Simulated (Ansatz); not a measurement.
Ansatz (an electronic-structure program) input (CCSD(T)/aug-cc-pV(D+d)Z):
A basis named .json is the Basis Set Exchange file of that set.

Ansatz 0.2 input:
```yaml
crystal:
  periodic: [false, false, false]
  atoms:
    - {symbol: Si, position_ang: [-0.16443147, -0.22168779, 0.01012539]}
    - {symbol: Cl, position_ang: [-0.05773694, 0.77535649, -1.72880977]}
    - {symbol: Cl, position_ang: [0.02594451, 0.86918234, 1.68438220]}
    - {symbol: N, position_ang: [1.50553548, -1.13279236, -0.00577178]}
    - {symbol: N, position_ang: [-1.35698386, -1.38121373, 0.07123770]}
    - {symbol: H, position_ang: [1.57943627, -1.75387893, -0.81505974]}
    - {symbol: H, position_ang: [1.61981255, -1.70860798, 0.83180448]}
    - {symbol: H, position_ang: [-1.86679100, -1.67738294, -0.74867887]}
    - {symbol: H, position_ang: [-1.82563086, -1.63123311, 0.93015736]}
    - {symbol: H, position_ang: [2.29582349, -0.48438555, -0.04297150]}
basis:
  gaussian:
    orbitals: aug-cc-pV_D+d_Z.json
total_charge: 1
magnetization: {spin_polarized: false}
correlation: {method: ccsd_t, electrons: outside_noble_gas}
output: {forces: true}
```

Output:

```
Functional definition: HF
integrals: 0.82 GiB planned
1823 factors; integrals over basis functions are off by at most 7.9e-4 eV
mean field: 1.26 GiB planned
mean field evaluation 1: about -35906.0177 eV, gradient 5.2e1 eV
mean field evaluation 2: about -35906.1379 eV, gradient 5.2e1 eV
mean field evaluation 4: about -35911.6717 eV, gradient 3.5e0 eV
mean field evaluation 8: about -35911.7164 eV, gradient 2.2e-1 eV
mean field evaluation 16: about -35906.0173 eV, gradient 5.2e1 eV
mean field -35911.71663744 eV, -1319.7312445902 hartree, gradient 2.1e-6 eV, S^2 0.000000; 0 other end points of the search recorded, 0 dependent functions left out
17 core orbitals not correlated
reference -35911.71663744 eV, -1319.7312445902 hartree; 16, 16 occupied and 154, 154 virtual orbitals, 1823 factors
densities: 4.38 GiB planned
second order -20.59700218 eV of doubles, -0.00000000 eV of singles
coupled cluster: 2.31 GiB planned
cycle   1  -21.45387280 eV  change   -8.6e-1 eV  update   8.9e-2
cycle   2  -21.88139025 eV  change   -4.3e-1 eV  update   2.5e-2
cycle   3  -21.96919528 eV  change   -8.8e-2 eV  update   1.2e-2
cycle   4  -21.96599890 eV  change    3.2e-3 eV  update   2.6e-3
cycle   5  -21.96550154 eV  change    5.0e-4 eV  update   9.9e-4
cycle   6  -21.96553468 eV  change   -3.3e-5 eV  update   3.1e-4
cycle   7  -21.96548594 eV  change    4.9e-5 eV  update   1.2e-4
cycle   8  -21.96548107 eV  change    4.9e-6 eV  update   3.9e-5
cycle   9  -21.96548097 eV  change    1.0e-7 eV  update   1.2e-5
cycle  10  -21.96547458 eV  change    6.4e-6 eV  update   4.0e-6
perturbative correction -0.69173166 eV, -0.0254206695 hartree
the calculation of the forces begins
Total energy: -35934.37384368 eV, -1320.5638815617 hartree
Atom 0 at    -0.164431    -0.221688     0.010125 Å, force     0.115765     0.208619    -0.008573 eV/Å
Atom 1 at    -0.057737     0.775356    -1.728810 Å, force     0.035589     0.149608    -0.298941 eV/Å
Atom 2 at     0.025945     0.869182     1.684382 Å, force     0.049983     0.165748     0.288174 eV/Å
Atom 3 at     1.505535    -1.132792    -0.005772 Å, force    -0.131490     0.099357     0.000493 eV/Å
Atom 4 at    -1.356984    -1.381214     0.071238 Å, force    -0.114885    -0.245846     0.009575 eV/Å
Atom 5 at     1.579436    -1.753879    -0.815060 Å, force     0.050473    -0.182066    -0.215467 eV/Å
Atom 6 at     1.619813    -1.708608     0.831804 Å, force     0.061209    -0.170029     0.222408 eV/Å
Atom 7 at    -1.866791    -1.677383    -0.748679 Å, force    -0.163535    -0.097135    -0.305650 eV/Å
Atom 8 at    -1.825631    -1.631233     0.930157 Å, force    -0.148241    -0.079987     0.318162 eV/Å
Atom 9 at     2.295823    -0.484386    -0.042972 Å, force     0.245131     0.151732    -0.010181 eV/Å
Dipole moment:     0.625027    -1.060133     0.013818 e Å
```

It need not be the lowest isomer of its formula.
